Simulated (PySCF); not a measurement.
Ligands exchanged one at a time, Al CH3-NH2. All species are isolated molecules in the gas phase. Strings in code marks are SMILES.

These are PBE-D3(BJ)/def2-TZVP // B3LYP-D3(BJ)/def2-TZVP (PySCF 2.14.0) values and carry that method's errors. All candidates: neutral, multiplicity 1. Excitations are Tamm–Dancoff values on a coarser integration grid. The basis has no diffuse functions, so Rydberg states are missing or too high.

- HOMO = -5.32 eV
- T1 excitation (TDA) = 4.75 eV
- dipole moment = 0.64 D

Task: Identify which member has these values.
(A) `[CH3][Al]([CH3])[CH3]`
(B) `[NH2][Al]([NH2])[NH2]`
(C) `[CH3][Al]([CH3])[NH2]`
(D) `[CH3][Al]([NH2])[NH2]`

Result: D, `[CH3][Al]([NH2])[NH2]`. The others give `[NH2][Al]([NH2])[NH2]`: -5.28 eV, 4.63 eV, 0.00 D; `[CH3][Al]([CH3])[CH3]`: -6.25 eV, 4.90 eV, 0.00 D; `[CH3][Al]([CH3])[NH2]`: -5.80 eV, 4.97 eV, 0.70 D
